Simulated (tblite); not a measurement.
Species: C5H5BCl2S.
SMILES with atom numbers: `[CH:1]#[C:2][C@@H:3]([S:4][CH:5]=[CH2:6])[B:7]([Cl:8])[Cl:9]` (hydrogens: H10 on C1; H11 on C3; H12 on C5; H13, H14 on C6)

Computed with GFN2-xTB (tblite), gas phase: L-BFGS steps from a force-field or distance-geometry start until the largest atomic force falls under 0.01 eV/Å.

Step 7: E = -728.3706 eV
```
atom  x, y, z in Å  |  force x, y, z in eV/Å
C1     -2.0160    0.2534   -1.8650   -0.006   0.022  -0.070
C2     -1.4794    0.0413   -0.8147    0.058   0.103  -0.005
C3     -0.8564   -0.1746    0.4678    0.136  -0.050  -0.169
S4      0.6937    0.8925    0.6844    0.062   0.083  -0.014
C5      1.9718    0.3866   -0.4664   -0.032   0.086  -0.033
C6      2.7596   -0.6631   -0.3456    0.012  -0.193   0.050
B7     -1.8049    0.2483    1.6863    0.006   0.014   0.018
Cl8    -2.2290   -0.9250    2.8508   -0.055  -0.132   0.139
Cl9    -2.3802    1.8398    1.8534   -0.059   0.125  -0.038
H10    -2.4865    0.4160   -2.7920    0.076  -0.022   0.105
H11    -0.5651   -1.2211    0.5530    0.246  -0.076  -0.055
H12     2.1743    1.1369   -1.2198   -0.196  -0.009   0.020
H13     2.6359   -1.4141    0.4191   -0.088   0.051  -0.025
H14     3.5816   -0.8173   -1.0335   -0.162  -0.001   0.075
```

Step 8: E = -728.3787 eV
```
atom  x, y, z in Å  |  force x, y, z in eV/Å
C1     -2.0129    0.2535   -1.8624    0.038   0.011   0.007
C2     -1.4752    0.0417   -0.8127    0.019   0.136  -0.157
C3     -0.8445   -0.1730    0.4613    0.010  -0.030   0.064
S4      0.6901    0.8988    0.6864    0.156   0.067  -0.053
C5      1.9662    0.3856   -0.4678   -0.033   0.061   0.048
C6      2.7538   -0.6649   -0.3463   -0.048  -0.098   0.055
B7     -1.7990    0.2454    1.6828   -0.023   0.006   0.053
Cl8    -2.2327   -0.9219    2.8547   -0.012  -0.113   0.069
Cl9    -2.3822    1.8363    1.8528   -0.029   0.092  -0.065
H10    -2.4821    0.4156   -2.7868    0.019  -0.007   0.012
H11    -0.5536   -1.2174    0.5433    0.280  -0.147  -0.031
H12     2.1604    1.1385   -1.2178   -0.143   0.002  -0.038
H13     2.6338   -1.4141    0.4167   -0.129   0.000   0.064
H14     3.5770   -0.8247   -1.0265   -0.104   0.019  -0.028
```

Step 9: E = -728.3853 eV
```
atom  x, y, z in Å  |  force x, y, z in eV/Å
C1     -2.0100    0.2539   -1.8610    0.056   0.009   0.033
C2     -1.4706    0.0444   -0.8124    0.041   0.122  -0.152
C3     -0.8348   -0.1725    0.4570   -0.069  -0.039   0.206
S4      0.6900    0.9052    0.6872    0.164   0.050  -0.050
C5      1.9617    0.3852   -0.4681   -0.018   0.029   0.086
C6      2.7478   -0.6672   -0.3461   -0.096   0.001   0.044
B7     -1.7947    0.2432    1.6812   -0.037  -0.013   0.070
Cl8    -2.2359   -0.9214    2.8589    0.026  -0.071  -0.004
Cl9    -2.3843    1.8351    1.8511    0.003   0.034  -0.084
H10    -2.4783    0.4153   -2.7828   -0.034   0.012  -0.080
H11    -0.5391   -1.2168    0.5349    0.265  -0.116  -0.020
H12     2.1466    1.1398   -1.2170   -0.087   0.000  -0.079
H13     2.6297   -1.4143    0.4163   -0.155  -0.038   0.130
H14     3.5714   -0.8303   -1.0215   -0.061   0.021  -0.100
```

**Question.** Estimate the geometry and energy of step 10. (The exact step hangs on the optimiser's Hessian estimate; all steps are aligned on step 9, rigid shifts and turns removed.)

**Answer.** E = -728.3947 eV, largest force 0.321 eV/Å
```
atom  x, y, z in Å  |  force x, y, z in eV/Å
C1     -2.0052    0.2549   -1.8595    0.060   0.012   0.033
C2     -1.4618    0.0504   -0.8128    0.089   0.070  -0.062
C3     -0.8223   -0.1734    0.4542   -0.124  -0.046   0.293
S4      0.6929    0.9157    0.6878    0.093   0.020  -0.003
C5      1.9550    0.3855   -0.4673    0.011  -0.001   0.089
C6      2.7373   -0.6708   -0.3449   -0.120   0.094   0.026
B7     -1.7896    0.2398    1.6806   -0.040  -0.048   0.073
Cl8    -2.2399   -0.9219    2.8648    0.070  -0.015  -0.086
Cl9    -2.3871    1.8336    1.8467    0.046  -0.049  -0.102
H10    -2.4737    0.4152   -2.7789   -0.077   0.031  -0.155
H11    -0.5127   -1.2176    0.5222    0.200  -0.011  -0.002
H12     2.1247    1.1414   -1.2173    0.001  -0.024  -0.118
H13     2.6202   -1.4153    0.4183   -0.173  -0.052   0.177
H14     3.5615   -0.8380   -1.0160   -0.036   0.018  -0.161
```

The energy changes by -0.0093 eV. The first-order estimate −F·Δx gives -0.0128 eV and the mean of the old and new forces, exact on a quadratic surface, -0.0094 eV. The step makes an angle of 63° with the force vector and moves no atom by more than 0.029 Å.

The cost below is that of the whole relaxation. On an Arm Neoverse V1 with one thread, no GPU, shared host, this took 1.5 s.
